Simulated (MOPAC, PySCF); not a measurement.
C$_{3}$H$_{6}$O, SMILES `C1COC1`, neutral singlet in the gas phase. 

Cartesian coordinates (Å):
```xyz
10

C     -0.3782    -0.6518    -0.2613
C      0.8939    -0.3208     0.5378
O      0.6353     1.0992     0.4449
C     -0.5736     0.8731    -0.3162
H     -0.2115    -1.1343    -1.2221
H     -1.1422    -1.1984     0.2876
H      1.8394    -0.5901     0.0601
H      0.9061    -0.6610     1.5763
H     -1.4546     1.2593     0.2026
H     -0.5146     1.3248    -1.3097
```
Charge 0, spin multiplicity 1.

All levels are single points at this geometry (B3LYP-D3(BJ)/def2-TZVP); Pople sets use spherical d functions. Orbital energies aren't observables, and empty levels follow the basis.

PM6 in MOPAC gives gap (eV) = 11.85.

Problem. Estimate the gap (eV) from each of these levels: M06-2X/def2-TZVP in PySCF; B3LYP/3-21G in PySCF; B3LYP/6-311+G** in PySCF; M06-2X/6-31G* in PySCF; PBE/6-31G* in PySCF; SVWN5/6-31G* in PySCF; HF/3-21G in PySCF; AM1 in MOPAC.

Solution. 
| level | gap (eV) |
|---|---|
| M06-2X/def2-TZVP in PySCF | 10.78 |
| B3LYP/3-21G in PySCF | 8.85 |
| B3LYP/6-311+G** in PySCF | 7.16 |
| M06-2X/6-31G* in PySCF | 12.07 |
| PBE/6-31G* in PySCF | 6.65 |
| SVWN5/6-31G* in PySCF | 6.43 |
| HF/3-21G in PySCF | 17.89 |
| AM1 in MOPAC | 13.44 |
